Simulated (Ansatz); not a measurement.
Total energies of Ag3⁻ (the lowest singlet isomer of a short search) from Ansatz at PBE0-D4/def2-TZVPD, gas phase (1 Eh = 27.2114 eV = 2625.5 kJ/mol). The reference geometry is relaxed at PBE-D4/def2-TZVPD.

Cartesian coordinates in Å:
```
Ag -2.114 -0.532 -1.516
Ag 2.110 0.528 1.522
Ag 0.004 0.004 -0.006
```

| state | geometry | energy (Eh) |
| --- | --- | --- |
| charge -1 singlet | reference | -441.06180 |
| charge 0 doublet | reference | -440.98352 |
| charge -1 triplet | relaxed at PBE-D4/def2-TZVPD | -441.03841 |
| charge -1 quintet | relaxed at PBE-D4/def2-TZVPD | -440.90807 |

In the def2 sets Ag takes a core potential; there is no spin–orbit coupling.

**Question.** Work out the vertical ionisation energy to the doublet.

**Answer.** E(charge 0 doublet) − E(charge -1 singlet) = -440.98352 − (-441.06180) = 0.07828 Eh = 2.13 eV. For comparison, −ε of the highest occupied level is 0.68 eV at this level, 1.45 eV less.

**Question.** Which of the charge -1 states is lowest, and how far above it are the others?

**Answer.** The singlet. triplet: -441.03841 − (-441.06180) = 0.02339 Eh = 61.4 kJ/mol; quintet: -440.90807 − (-441.06180) = 0.15373 Eh = 403.6 kJ/mol. The triplet differs in its bonds from the reference.

At PBE0-D4/def2-TZVPD the highest occupied level of the charge -1 quintet lies above zero (up to 1.07 eV). It is a level of α spin, whose loss leaves a quartet; that state wasn't run at this geometry and level. The electron is either unbound and held by the finite basis, or the level is raised by self-interaction error. 

The structure comes from a short search, and lower isomers may exist.
